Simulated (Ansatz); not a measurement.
A run for Ansatz (a first-principles code): R-r2SCAN/def2-TZVPP on CH6OSi (SMILES C[SiH2]O), a point of a torsion scan.

Ansatz 0.2 input:
```yaml
crystal:
  periodic: [false, false, false]
  atoms:
    - {symbol: C, position_ang: [-1.23184058, 0.28835166, 0.04101322]}
    - {symbol: Si, position_ang: [0.51116814, -0.43068096, -0.18365825]}
    - {symbol: O, position_ang: [1.65234501, 0.68009481, 0.16220791]}
    - {symbol: H, position_ang: [-1.99111739, -0.43745055, -0.22965827]}
    - {symbol: H, position_ang: [-1.38623575, 1.16680968, -0.58082056]}
    - {symbol: H, position_ang: [-1.41718718, 0.57997639, 1.07225816]}
    - {symbol: H, position_ang: [0.68164800, -1.56902895, 0.72345106]}
    - {symbol: H, position_ang: [0.77521872, -0.78706587, -1.57363566]}
    - {symbol: H, position_ang: [1.46613858, 1.44971061, 0.69198741]}
basis:
  gaussian:
    orbitals: def2-TZVPP
hamiltonian:
  xc: {name: r2SCAN}
scf: {lower_state_search: off}
```

Program output:

```
WARN ansatz: RAYON_NUM_THREADS=2 ignored (pool sized by the plan → 2); use --threads N
Functional definition: r2SCAN
these checks for a lower state are left out or cut short: stability, starts, cluster_reference, orbital_swaps, neighbouring_geometries, increment
integrals: 0.09 GiB planned
973 factors; their error is unknown
mean field: 0.71 GiB planned
mean field evaluation 1: about -11049.2965 eV, gradient 7.6e1 eV
mean field evaluation 2: about -11033.6879 eV, gradient 1.1e2 eV
mean field evaluation 4: about -11059.9892 eV, gradient 7.2e0 eV
mean field evaluation 8: about -11060.1098 eV, gradient 4.8e-2 eV
mean field evaluation 16: about -11060.0849 eV, gradient 3.8e-5 eV
mean field -11060.08493311 eV, -406.4506244969 hartree, gradient 5.5e-6 eV, S^2 0.000000; 0 other end points of the search recorded, 0 dependent functions left out
reference -11060.08494454 eV, -406.4506249169 hartree; 17, 17 occupied and 171, 171 virtual orbitals, 973 factors
Total energy: -11060.08494454 eV, -406.4506249169 hartree
Checks for a lower state left out: stability, starts, cluster_reference, orbital_swaps, neighbouring_geometries, increment
```

The calculation finished and met its thresholds.

Cost: very roughly 3 core-seconds.
